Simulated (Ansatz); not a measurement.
`CBBF` + NH₃ → `NBBF` + CH₄ at 600 K and 1 bar (ligand exchange at a B–C bond).

Isolated molecules relaxed with PBE0-D4/def2-TZVP in Ansatz; ΔE leaves out vibrations. CBS: MP2 limit from def2 TZ/QZ plus the TZ coupled-cluster correction, frozen cores. This one scheme is used for every species. One conformer a species, not always the lowest.

| species | CCSD(T)/CBS energy (Eh) | H − E (kJ/mol) | S (J/(mol·K)) |
| --- | --- | --- | --- |
| `CBBF` | -190.46132 | 216.1 | 384.8 |
| NH₃ | -56.50880 | 112.4 | 219.5 |
| `NBBF` | -206.56125 | 191.3 | 373.3 |
| CH₄ | -40.46206 | 140.4 | 215.7 |

H − E and S are ideal-gas, rigid-rotor, harmonic terms from PBE0-D4/def2-TZVP, for one conformer and one mirror image of each species. 1 Eh = 2625.50 kJ/mol, R = 8.31446 J/(mol·K).

Task: By hand: ΔE, ΔH, ΔS and ΔG.

Result: ΔE = (-206.56125) + (-40.46206) − (-190.46132) − (-56.50880) = -0.05319 Eh = -139.7 kJ/mol. Δ(H − E) = 191.3 + 140.4 − 216.1 − 112.4 = 3.2, so ΔH = -136.5 kJ/mol. ΔS = 373.3 + 215.7 − 384.8 − 219.5 = -15.3 J/(mol·K). ΔG = -136.5 − 600 × (-15.3)/1000 = -127.3 kJ/mol.

Task: By hand: the equilibrium constant, and the temperature at which ΔG would vanish if ΔH and ΔS stayed fixed.

Result: log₁₀ K = −ΔG/(RT ln 10) = 11.1. ΔG = 0 at ΔH/ΔS = 8922 K, far beyond where these terms or the molecules hold.

ΔH outweighs TΔS. A doubt of 5 kJ/mol in ΔE shifts log₁₀ K by 0.4 here. Other conformers and mirror images would add mixing entropy, several J/(mol·K) or more a flexible species. Modes under 60 cm⁻¹, often nearly free rotors, make the harmonic entropy too high. These are equilibria of isolated gas molecules and say nothing of rates. Largest T1 diagnostic: 0.015 (customary marks: 0.02 for closed shells, 0.045 for open ones).
